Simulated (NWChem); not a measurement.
System: InSiH₃F₂; SMILES [F][In]([F])[SiH3]

The following NWChem deck was run.

```
start job
memory heap 200 mb stack 900 mb global 1100 mb
geometry units angstroms noautoz
  In    -0.003118     0.286412     0.002077
  F     -1.571982     1.457605    -0.002454
  F      1.577022     1.442467    -0.002182
  Si    -0.006280    -2.264778     0.004593
  H      0.860628    -2.732905     1.123441
  H      0.545121    -2.725829    -1.302008
  H     -1.403219    -2.750460     0.182984
end
basis spherical
  In library def2-svp
  F library def2-svp
  Si library def2-svp
  H library def2-svp
end
ecp
  In library def2-ecp
end
dft
  xc m06
  iterations 150
  mulliken
end
task dft energy
```

Excerpt of the output:

```
             Northwest Computational Chemistry Package (NWChem) 7.3.0
             --------------------------------------------------------

 C1  symmetry detected

                             Geometry "geometry" -> ""
                             -------------------------

 Output coordinates in angstroms (scale by  1.889725989 to convert to a.u.)

  No.       Tag          Charge          X              Y              Z
 ---- ---------------- ---------- -------------- -------------- --------------
    1 In                  49.0000    -0.00089828     0.28380637     0.00099681
    2 F                    9.0000    -1.57007496     1.45458641    -0.00154194
    3 F                    9.0000     1.57893297     1.44028832    -0.00154312
    4 Si                  14.0000    -0.00337960    -2.26738515    -0.00055634
    5 H                    1.0000     0.86374218    -2.73706485     1.11747496
    6 H                    1.0000     0.54804047    -2.72620427    -1.30793471
    7 H                    1.0000    -1.40017482    -2.75372384     0.17717019

 Effective nuclear repulsion energy (a.u.)     472.3544838942

                                 NWChem DFT Module
                                 -----------------

 Summary of "ao basis" -> "ao basis" (spherical)
 ------------------------------------------------------------------------------
       Tag                 Description            Shells   Functions and Types
 ---------------- ------------------------------  ------  ---------------------
 In                         def2-svp                10       26   4s4p2d
 F                          def2-svp                 6       14   3s2p1d
 Si                         def2-svp                 8       18   4s3p1d
 H                          def2-svp                 3        5   2s1p

            General Information
            -------------------
          SCF calculation type: DFT
          Wavefunction type:  closed shell.
          No. of atoms     :     7
          No. of electrons :    56
           Alpha electrons :    28
            Beta electrons :    28
          Charge           :     0
          Spin multiplicity:     1
          Use of symmetry is: off; symmetry adaption is: off
          Maximum number of iterations: 150
          AO basis - number of functions:    87
                     number of shells:    39
          Convergence on energy requested:  1.00D-06
          Convergence on density requested:  1.00D-05
          Convergence on gradient requested:  5.00D-04

              XC Information
              --------------
                          M06 Method XC Functional
                     Hartree-Fock (Exact) Exchange  0.270
                           M06 Exchange Functional  1.000
                         M06 Correlation Potential  1.000

             Grid Information
             ----------------
          Grid used for XC integration:  medium
          Radial quadrature: Mura-Knowles
          Angular quadrature: Lebedev.
          Tag              B.-S. Rad. Rad. Pts. Rad. Cut. Ang. Pts.
          ---              ---------- --------- --------- ---------
          In                  1.55      123          10.0       590
          F                   0.50       49          12.0       434
          Si                  1.10       88          11.0       590
          H                   0.35       45          11.0       434
          Grid pruning is: on
          Number of quadrature shells:   444
          Spatial weights used:  Erf1

      Superposition of Atomic Density Guess
      -------------------------------------

 Sum of atomic energies:        -706.87170599

      Non-variational initial energy
      ------------------------------

 Total energy =    -678.188740
 1-e energy   =   -1496.635370
 2-e energy   =     576.945605
 HOMO         =      -0.362703
 LUMO         =      -0.043583

     ---------------------------------------------
      Total Density - Mulliken Population Analysis
     ---------------------------------------------

    Atom       Charge   Shell Charges
 -----------   ------   -------------------------------------------------------
    1 In  21    19.66   2.60 -0.60  0.76  0.42  3.24  2.75  0.36  0.08  9.72  0.34
    2 F    9     9.79   1.99  1.16  0.81  3.59  2.24  0.00
    3 F    9     9.79   1.99  1.16  0.81  3.59  2.24  0.00
    4 Si  14    13.65   2.00  1.99  1.00  0.31  5.94  1.06  1.27  0.08
    5 H    1     1.04   0.68  0.35  0.01
    6 H    1     1.04   0.68  0.35  0.01
    7 H    1     1.04   0.68  0.35  0.01

   convergence    iter        energy       DeltaE   RMS-Dens  Diis-err
 ---------------- ----- ----------------- --------- --------- ---------
 d= 0,ls=0.0,diis     1   -680.7415289944 -9.22D+02  3.36D-02  1.22D+00
 d= 0,ls=0.0,diis     2   -679.9901347673  7.51D-01  2.24D-02  9.28D+00
 d= 0,ls=0.0,diis     3   -680.9086953348 -9.19D-01  1.78D-03  9.83D-03
 d= 0,ls=0.0,diis     4   -680.9092210894 -5.26D-04  7.86D-04  3.74D-03
 d= 0,ls=0.0,diis     5   -680.9047988037  4.42D-03  6.38D-04  1.89D-03
  Resetting Diis
 d= 0,ls=0.0,diis     6   -680.9051873025 -3.88D-04  1.20D-03  9.03D-04
 d= 0,ls=0.0,diis     7   -680.9055383203 -3.51D-04  5.57D-04  2.03D-04
 d= 0,ls=0.0,diis     8   -680.9055469331 -8.61D-06  1.41D-04  4.56D-04
 d= 0,ls=0.0,diis     9   -680.9055854376 -3.85D-05  3.66D-05  9.92D-06
 d= 0,ls=0.0,diis    10   -680.9055860824 -6.45D-07  8.55D-06  5.42D-07

         Total DFT energy =     -680.905586082417
      One electron energy =    -1499.119678621724
           Coulomb energy =      636.479402431294
    Exchange-Corr. energy =      -59.766334236756
 Nuclear repulsion energy =      241.501024344769

 Numeric. integr. density =       55.999986641484

                       DFT Final Molecular Orbital Analysis
                       ------------------------------------

 Vector   26  Occ=2.000000D+00  E=-3.644327D-01
              MO Center=  3.8D-03,  1.4D+00, -1.5D-03, r^2= 2.9D+00
   Bfn.  Coefficient  Atom+Function         Bfn.  Coefficient  Atom+Function
  ----- ------------  ---------------      ----- ------------  ---------------
    32      0.463565  2 F  pz                46     -0.463446  3 F  pz
    35     -0.336000  2 F  pz                49      0.335912  3 F  pz
    20      0.119219  1 In d  1              25     -0.064983  1 In d  1

 Vector   27  Occ=2.000000D+00  E=-3.604415D-01
              MO Center= -1.5D-03,  1.4D+00, -1.4D-03, r^2= 3.0D+00
   Bfn.  Coefficient  Atom+Function         Bfn.  Coefficient  Atom+Function
  ----- ------------  ---------------      ----- ------------  ---------------
    30      0.405425  2 F  px                44      0.402090  3 F  px
    33     -0.288438  2 F  px                47     -0.286078  3 F  px
    45     -0.235130  3 F  py                31      0.232681  2 F  py
    48      0.178038  3 F  py                34     -0.176343  2 F  py
    17     -0.127359  1 In d -2              14     -0.085552  1 In px

 Vector   28  Occ=2.000000D+00  E=-3.234120D-01
              MO Center= -1.6D-03, -4.5D-01, -1.9D-04, r^2= 4.6D+00
   Bfn.  Coefficient  Atom+Function         Bfn.  Coefficient  Atom+Function
  ----- ------------  ---------------      ----- ------------  ---------------
     3      0.277857  1 In s                 31     -0.277421  2 F  py
    45     -0.276175  3 F  py                66      0.272511  4 Si py
    12     -0.268783  1 In py                63      0.248704  4 Si py
    34      0.193141  2 F  py                48      0.192241  3 F  py
     1     -0.177057  1 In s                 58      0.175297  4 Si s

 Vector   29  Occ=0.000000D+00  E=-7.613122D-02
              MO Center= -2.2D-02, -1.6D-01,  1.7D-02, r^2= 4.5D+00
   Bfn.  Coefficient  Atom+Function         Bfn.  Coefficient  Atom+Function
  ----- ------------  ---------------      ----- ------------  ---------------
    13      0.537974  1 In pz                16      0.471543  1 In pz
    67      0.309366  4 Si pz                79      0.307874  6 H  s
    74     -0.268481  5 H  s                 10     -0.144706  1 In pz
    32      0.143206  2 F  pz                46      0.141206  3 F  pz
     7     -0.134931  1 In pz                35     -0.130701  2 F  pz

 Vector   30  Occ=0.000000D+00  E=-6.888105D-02
              MO Center=  6.9D-05, -3.6D-01, -7.7D-03, r^2= 5.0D+00
   Bfn.  Coefficient  Atom+Function         Bfn.  Coefficient  Atom+Function
  ----- ------------  ---------------      ----- ------------  ---------------
     4      0.810857  1 In s                 66     -0.542185  4 Si py
     3      0.505466  1 In s                 57     -0.391664  4 Si s
     1     -0.326559  1 In s                 58     -0.323600  4 Si s
    63     -0.250193  4 Si py                29     -0.180806  2 F  s
    43     -0.180980  3 F  s                 56     -0.180587  4 Si s

 Vector   31  Occ=0.000000D+00  E=-2.181437D-02
              MO Center=  7.0D-02, -9.2D-01, -3.1D-02, r^2= 5.3D+00
   Bfn.  Coefficient  Atom+Function         Bfn.  Coefficient  Atom+Function
  ----- ------------  ---------------      ----- ------------  ---------------
    65      0.716903  4 Si px                84      0.666366  7 H  s
    14      0.555603  1 In px                74     -0.393476  5 H  s
    79     -0.245482  6 H  s                 11      0.239765  1 In px
    83      0.170084  7 H  s                 43     -0.158287  3 F  s
    17      0.157336  1 In d -2              29      0.141300  2 F  s

     ---------------------------------------------
      Total Density - Mulliken Population Analysis
     ---------------------------------------------

[...]
```

Level: M06/def2-SVP with def2 effective core potentials on In. All runs use the structure optimised with PBE0/def2-SVP. def2 effective core potentials on In; no spin-orbit coupling.
